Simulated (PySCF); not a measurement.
A structure optimised at PBE0-D3(BJ)/def2-SVP, used in a PySCF frequency run:

```xyz
8

B      0.7643     1.0345     0.0000
C      0.0466    -0.4083     0.0000
F      0.3665    -1.1284    -1.0809
F      0.3665    -1.1284     1.0809
F     -1.3009    -0.2743     0.0000
H      1.9632     1.1321     0.0000
O     -0.0011     2.1264     0.0000
H     -0.9457     1.9143     0.0000
```

Problem. Write its SMILES, formula and point group.

Solution. OBC(F)(F)F, CH2BF3O, Cs

Problem. What are its rotational constants (standard atomic weights)?

Solution. 5.4477, 2.7335, 2.6760 GHz
